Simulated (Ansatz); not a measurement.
`NC(=S)[O][AlH2]`, charge 0, multiplicity 1.

**Question.** Give a relaxed structure at PBE0-D4/def2-TZVP (Ansatz). (An estimate is asked.)

**Answer.** The calculation gave: 
```xyz
9

N     1.403   -0.026   -0.358
C     0.288   -0.132   -1.108
S     0.320   -0.327   -2.738
O    -0.846   -0.065   -0.421
Al   -1.448    0.123    1.164
H     1.364    0.095    0.641
H     2.291   -0.069   -0.821
H    -3.007    0.119    1.332
H    -0.365    0.282    2.308
```
Point group Cs.
This is one stationary point; other conformers may exist.
